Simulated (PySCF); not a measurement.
A structure optimised at TPSSh-D3(BJ)/def2-TZVP, used in a PySCF frequency run:

```xyz
3

Si     0.4667     1.1682     0.0000
O     -0.5323     2.3259     0.0000
Br    -0.0650    -0.9989     0.0000
```
Charge 0, spin multiplicity 2.

Problem. Write its SMILES, formula and point group.

Solution. O=[Si]Br, BrOSi, Cs

Problem. What are its rotational constants (standard atomic weights)?

Solution. 46.013, 2.4793, 2.3525 GHz
